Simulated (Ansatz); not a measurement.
Nb(F)3(OH)2 (F3H2NbO2), SMILES [OH][Nb]([OH])([F])([F])[F], multiplicity 1. Atoms are numbered in the order given.

```xyz
8

Nb     0.0000     0.0000     0.0000
F      1.8636     0.0000     0.0000
F     -0.9319     1.6138     0.0000
F     -0.9319    -1.6138     0.0000
O      0.0000     0.0000     1.8757
H      0.0001     0.0000     2.8354
O      0.0000     0.0000    -1.8757
H      0.0001     0.0000    -2.8354
```

Geometry optimised at r2SCAN-D4/def2-SVP. The spin state was assumed, not searched. The structure was generated by enumeration; whether it is a known compound was not checked. The def2 effective core potentials stand for the cores of Nb; spin–orbit coupling is left out. One conformer was computed; it need not be the lowest.

Two levels are set side by side: PBE-D3(BJ)/def2-SVP (Ansatz, an electronic-structure program) and r2SCAN-D4/def2-SVP (Ansatz). Each level has its own optimised geometry; the coordinates shown are those of the second. Differences are taken from unrounded values.

| quantity | r2SCAN-D4 | PBE-D3(BJ) | PBE-D3(BJ) minus r2SCAN-D4 |
|---|---|---|---|
| mean bond length (Å) | 1.609 | 1.618 | 0.009 |
| bond Nb1–F2 (Å) | 1.864 | 1.874 | 0.010 |
| bond Nb1–F3 (Å) | 1.864 | 1.874 | 0.010 |
| bond Nb1–F4 (Å) | 1.864 | 1.874 | 0.010 |
| bond Nb1–O5 (Å) | 1.876 | 1.884 | 0.008 |
| bond Nb1–O7 (Å) | 1.876 | 1.884 | 0.008 |
| bond O5–H6 (Å) | 0.960 | 0.967 | 0.007 |
| bond O7–H8 (Å) | 0.960 | 0.967 | 0.007 |

Here PBE gives about what the other level gives.
